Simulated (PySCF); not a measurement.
## Circular dichroism: `[H]/N=C1/C[C@@H](F)C[C@H]1C#N`, C$_{6}$H$_{7}$FN$_{2}$

Geometry:
| atom | x (Å) | y (Å) | z (Å) |
| --- | --- | --- | --- |
| N1 | 1.579 | 2.242 | 1.865 |
| C2 | 0.960 | 1.713 | 1.062 |
| C3 | 0.208 | 1.015 | 0.053 |
| C4 | -1.104 | 0.425 | 0.583 |
| C5 | -1.317 | -0.824 | -0.276 |
| F6 | -2.124 | -1.731 | 0.367 |
| C7 | 0.087 | -1.384 | -0.497 |
| C8 | 0.993 | -0.190 | -0.497 |
| N9 | 2.170 | -0.237 | -0.907 |
| H10 | 0.024 | 1.705 | -0.780 |
| H11 | -1.936 | 1.125 | 0.522 |
| H12 | -0.988 | 0.115 | 1.624 |
| H13 | -1.819 | -0.588 | -1.223 |
| H14 | 0.195 | -1.969 | -1.408 |
| H15 | 0.350 | -2.028 | 0.346 |
| H16 | 2.714 | 0.619 | -0.847 |

Computed with TDDFT PBE0/def2-SVPD circular dichroism and optical rotation, one conformer, gas phase (PySCF). Geometry: GFN2-xTB.

The molecule is flexible and this is one conformer; a measurement averages over conformers.

Q: Assign R or S to each stereocentre.

A: C3 R, C5 S.

Q: Which excitations and rotatory strengths does the calculation give?

A: Rotatory strengths R in 10⁻⁴⁰ esu² cm², velocity form and length form (origin at the centre of mass); f in length form.
| state | E (eV) | λ (nm) | f | R (velocity) | R (length) | main |
| --- | --- | --- | --- | --- | --- | --- |
| 1 | 5.03 | 247 | 0.002 | -4.8 | -5.5 | HOMO→LUMO 0.97 |
| 2 | 6.94 | 179 | 0.004 | +5.4 | +4.1 | HOMO→LUMO+1 0.93 |
| 3 | 7.08 | 175 | 0.006 | -18.3 | -17.8 | HOMO→LUMO+2 0.90 |
| 4 | 7.29 | 170 | 0.026 | -10.3 | -10.3 | HOMO−1→LUMO 0.69, HOMO−2→LUMO 0.24 |
| 5 | 7.62 | 163 | 0.011 | +10.5 | +10.2 | HOMO−3→LUMO 0.72, HOMO→LUMO+3 0.16 |
| 6 | 7.64 | 162 | 0.040 | +15.6 | +15.7 | HOMO→LUMO+3 0.59, HOMO−3→LUMO 0.11 |
| 7 | 7.71 | 161 | 0.055 | -14.4 | -13.5 | HOMO−2→LUMO 0.35, HOMO−4→LUMO 0.31 |
| 8 | 7.92 | 157 | 0.005 | -0.5 | -0.2 | HOMO→LUMO+4 0.58, HOMO−2→LUMO 0.11 |

Among the states computed, the strongest CD band (largest |R|) is state 3. The largest dissymmetry factor in size, g = 4R/(D+G), with D and G the electric and magnetic dipole strengths, is -0.035 for state 3 (velocity form, f = 0.006), among bands with |R| over 0.5. The mirror image has the same energies and oscillator strengths and all R with the opposite sign.
